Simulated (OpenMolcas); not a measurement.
**What dynamic correlation does to the levels of S2+**

```
Program             : OpenMolcas 26.06
Basis               : ANO-RCC-VTZP [5s4p2d1f]
Scalar Hamiltonian  : DKH2, point nucleus
Active space        : 2 electrons in 3 orbitals (3p)
State averaging     : 2S+1 = 3 even, 3 roots; 2S+1 = 1 even, 6 roots
Spin-orbit coupling : RASSI with atomic mean-field integrals over the reference wave functions, term energies averaged over their components
```

Methods on the same reference wave functions:
A. CASSCF
B. SS-CASPT2, IPEA 0.25 Eh, imaginary shift 0.1 Eh (closed shells correlated: 2s 2p 3s)
C. XMS-CASPT2, IPEA 0.25 Eh, imaginary shift 0.1 Eh (closed shells correlated: 2s 2p 3s)

Energies in cm⁻¹ above 3s² 3p² ³P₀, the measured ground level; measured values from NIST levels in Podobedova, Kelleher and Wiese, J. Phys. Chem. Ref. Data 38, 171 (2009).

```json
{"Level": "3s² 3p² ³P₀", "A": "0.0", "B": "0.0", "C": "0.0", "Measured": "0.0"}
{"Level": "3s² 3p² ³P₁", "A": "269", "B": "272", "C": "272", "Measured": "299"}
{"Level": "3s² 3p² ³P₂", "A": "768", "B": "769", "C": "768", "Measured": "833"}
{"Level": "3s² 3p² ¹D₂", "A": "14246", "B": "11430", "C": "11260", "Measured": "11323"}
{"Level": "3s² 3p² ¹S₀", "A": "34635", "B": "27780", "C": "28200", "Measured": "27161"}
```

Deviations, from unrounded energies. A percentage is the sum of absolute deviations over the sum of measured energies, with the sign that they share, or ± where signs differ.

```json
{"Against measurement": "mean absolute deviation (cm-1)", "Levels": "4", "A": "2600", "B": "200", "C": "300"}
{"Against measurement": "fine structure of the ground term (%)", "Levels": "2", "A": "-8.4", "B": "-8.0", "C": "-8.1"}
{"Against measurement": "other terms of the ground configuration (%)", "Levels": "2", "A": "+27.0", "B": "+1.9", "C": "±2.9"}
```

B lies closest to measurement on these levels and A furthest from it. The largest miss of B in the table is 3s² 3p² ¹S₀, by +610 cm-1. The ranking rests on the paired levels alone, and a cruder setting can come out closer through cancelling errors.

Between B and C the level of the table that moves most is 3s² 3p² ¹S₀, by 430 cm-1 (lowest in B, highest in C). Moves below CASPT2's spread within the term are not significant.

The mean deviations of B to C differ by less than CASPT2's widest spread within a term (440 cm-1), so their order carries little weight.

From A to B the spin-free energies of the other terms of 3s² 3p² shown, above ³P, scale by factors of 0.79 to 0.80.

The lowest spin-free term lies below A's lowest term by 0.091 hartree in B, 0.096 hartree in C.

CASPT2 breaks the degeneracy within a term, and the mean is taken; among the terms shown or strongly mixed into the levels shown the widest spread is 440 cm-1 (3s² 3p² ¹D, C). With the s shell closed, the reference lacks s² → p² mixing. Computed and measured levels are paired by configuration, term and J; levels that our copy of the source lacks, or whose pairing is in doubt (as where it misses far off the trend of its configuration), stay unpaired and out of the deviations. Levels of configurations outside the active space are missing.
